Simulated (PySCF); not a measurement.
A structure optimised at TPSSh-D3(BJ)/def2-SVP, used in a PySCF frequency run:

```xyz
8

Al    -0.2203    -0.5369     0.1036
Cl    -0.5293    -1.5115     1.9238
Br     0.6506     1.5324     0.0545
O     -0.6421    -1.3426    -1.3101
C     -0.6398    -1.1493    -2.7024
H     -0.0199    -1.9237    -3.1844
H     -1.6676    -1.2410    -3.0918
H     -0.2451    -0.1581    -2.9879
```
Charge 0, spin multiplicity 1.

Task: Write its SMILES and formula.

Result: C[O][Al]([Cl])[Br], CH3AlBrClO

Task: What are its rotational constants (standard atomic weights)?

Result: 1.8452, 1.3070, 0.76883 GHz
